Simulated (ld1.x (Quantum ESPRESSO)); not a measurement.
## C (Z = 6): excitation energies, all-electron against PAW

ld1.x (Quantum ESPRESSO) 7.5 input, shortened:

```
&input
   title='C', zed=6., rel=1, dft='PBE', iswitch=3,
   config='[He] 2s2 2p1'
 /
 &inputp
   pseudotype=3, lpaw=.true., tm=.true., lloc=-1, rcloc=1.35,
   nlcc=.true.,
   which_augfun='PSQ', rmatch_augfun=0.75
 /
4
2S  1  0   2.00   0.00  0.90  1.20  0.0
2S  1  0   0.00  -1.50  0.90  1.20  0.0
2P  2  1   1.00   0.00  1.35  1.65  0.0
2P  2  1   0.00  -0.45  1.35  1.65  0.0
 &test
   configts(1)='2s2 2p1'
 /
```

Energies are relative to the spin-unpolarised reference configuration 2s2 2p1; without spin polarisation the order of configurations can differ from experiment.

| valence configuration | charge | ΔE all-electron (eV) | error AE − PS (meV) |
| --- | --- | --- | --- |
| 2s2 2p2 | 0 | -10.862 | -0.2 |
| 2s2 2p0 | +2 | 24.156 | -0.5 |
| 2s1 2p0 | +3 | 72.350 | -9.0 |
| 2s2 2p1.5 | +0.5 | -6.898 | -0.1 |
| 2s2 2p2.3 | -0.3 | -12.020 | -0.1 |
| 2s0 2p4 | 0 | 6.114 | -1.4 |

(1) What are ΔE and the potential's error for 2s1 2p3?

Levels in the configuration 2s1 2p0:

```csv
level,all-electron (eV),pseudo (eV)
2s,-56.106,-56.123
```

Results:

(1) ΔE = -2.384 eV all-electron; the error (AE − PS) is -0.4 meV.
